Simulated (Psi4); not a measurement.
Noncovalent pair: AsH3 (SMILES [AsH3]) (first 4 atoms) with H2 (SMILES [H][H]); geometry from B3LYP-D3(BJ)/def2-TZVP, rigid monomers moved along the line of their centres of mass till As1···H6 is 4.99 Å.
(charge 0, multiplicity 1):
```xyz
6

As    -0.017    -0.201    -0.246
H     -1.133     0.525     0.498
H      1.055     0.427     0.640
H     -0.130    -1.420     0.663
H     -0.319     0.132     5.473
H     -0.288     0.093     4.730
```

Level of theory: SAPT0/aug-cc-pVDZ run with Psi4 1.11.

### Question
Which attractive term is largest, and how does the interaction split up?

### Answer
electrostatics -0.6, exchange 0.3, induction -0.1, dispersion -3.0, total -3.4 meV; the largest attraction is dispersion.
